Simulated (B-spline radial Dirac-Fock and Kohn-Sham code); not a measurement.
**2p3/2 emission of K⁺**

System: the K⁺ ion in the configuration [Ne] 3s2 3p6, inside a Watson sphere of charge -1 and radius 1.6 Å (a model of the Madelung potential; inside it an electron's potential energy is raised by 9.0 eV).

The run's input, task.json:

```json
{"items": [{
  "Z": 19,
  "q": 1,
  "cfg": [[1, 0, 2], [2, 0, 2], [2, 1, 6], [3, 0, 2], [3, 1, 6]],
  "A": 39,
  "rrms": 3.4349,
  "watson": [-1, 1.6],
  "do": ["binding", "quiet", "decay"],
  "holes": ["K", "L1", "L2", "L3", "M1", "M2", "M3"]
}]}
```

Command: `python xray_run.py task.json out`

These are calculated numbers from a radial atomic solver; the model is independent-particle radiative and Coulomb Auger rates from relativistic LDA hole-state orbitals, with Dirac-Fock energies.

```tsv
line	multipole	energy (eV)	width (meV)	share (%)
Lℓ (L3-M1)	E1	255.1	0.0334	99.9
L3-M2	E2	276.7	1.06e-05	0.0317
L3-M3	E2	277.0	1.04e-05	0.0312
```

The listed lines hold 100.0 % of the radiative rate. The radiative width is 3.34e-05 eV in the length form and 3.79e-05 eV in the velocity form; the two differ because the transition energies are not eigenvalue differences of the potential that gave the orbitals.
